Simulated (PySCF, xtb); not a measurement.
SiBr2Cl, SMILES Cl[Si](Br)Br, multiplicity 2.

Harmonic wavenumbers (cm⁻¹) from GFN2-xTB run with xtb 6.7.1 at its own minimum, in rising order: 88, 107, 161, 329, 415, 507.

Problem. What does PBE-D3(BJ)/def2-SVP (PySCF 2.14.0) give at its own minimum? (The exact figures need the calculation; the answer reports its results.)

Solution. 101, 123, 177, 354, 456, 543. Paired by order, the mean absolute difference is 24 cm⁻¹ and the zero-point energies are 2.3 and 2.5 kcal/mol.
